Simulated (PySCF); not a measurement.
## Correlation energy of Al (aluminium, neutral)

[Ne] 3s2 3p1, 2P determinant. Computed with PySCF 2.14 in pcseg-2 (5s4p2d1f, 34 functions), with no relativity, point nucleus. Frozen: [Ne]; 3 electrons correlated.

MP2 pair energies summed by pair of shells (mhartree):

```csv
pair,energy,share (%)
3s-3s,-20.01,63.1
3s-3p,-11.72,36.9
```

Total MP2 correlation energy: -31.73 mhartree.

Same-spin part -1.90 and opposite-spin part -29.83 mhartree; SCS-MP2 scales them by 1/3 and 6/5 to -36.42 mhartree.

| level | correlation energy (mhartree) |
| --- | --- |
| CCSD | -44.67 |
| (T) | -0.69 |
| CCSD(T) | -45.36 |

Diagnostics: T1 = 0.013, D1 = 0.0242, largest double amplitude 0.092.

Cost of the coupled-cluster step: 0.39 s of wall time on 1 thread of Neoverse-N1 (shared host), for 3 correlated electrons.

Iterations:

```
CC2 = 0
CCSD nocc = (np.int64(2), np.int64(1)), nmo = (29, 29)
frozen orbitals [[0, 1, 2, 3, 4], [0, 1, 2, 3, 4]]
max_cycle = 100
direct = 0
conv_tol = 1e-08
conv_tol_normt = 1e-06
diis_space = 8
diis_start_cycle = 0
Init t2, MP2 energy = -0.0317253761870242
Init E_corr(UCCSD) = -0.0317253761884169
cycle = 1  E_corr(UCCSD) = -0.0394834868979324  dE = -0.00775811071  norm(t1,t2) = 0.0545334
cycle = 2  E_corr(UCCSD) = -0.0423791231230883  dE = -0.00289563623  norm(t1,t2) = 0.024239
cycle = 3  E_corr(UCCSD) = -0.0446624682981952  dE = -0.00228334518  norm(t1,t2) = 0.0116606
cycle = 4  E_corr(UCCSD) = -0.0446628418832775  dE = -3.73585082e-07  norm(t1,t2) = 0.00132925
cycle = 5  E_corr(UCCSD) = -0.0446757628325696  dE = -1.29209493e-05  norm(t1,t2) = 0.00016856
cycle = 6  E_corr(UCCSD) = -0.0446683206475907  dE = 7.44218498e-06  norm(t1,t2) = 3.28183e-05
cycle = 7  E_corr(UCCSD) = -0.0446706977610199  dE = -2.37711343e-06  norm(t1,t2) = 1.06025e-05
cycle = 8  E_corr(UCCSD) = -0.0446703249587923  dE = 3.72802228e-07  norm(t1,t2) = 2.2001e-06
cycle = 9  E_corr(UCCSD) = -0.0446703116990541  dE = 1.32597382e-08  norm(t1,t2) = 3.2015e-07
cycle = 10  E_corr(UCCSD) = -0.0446703185323197  dE = -6.83326561e-09  norm(t1,t2) = 7.62185e-08
UCCSD converged
E(UCCSD) = -241.9140111539749  E_corr = -0.0446703185323197
UCCSD(T) correction = -0.000689521166614631
```
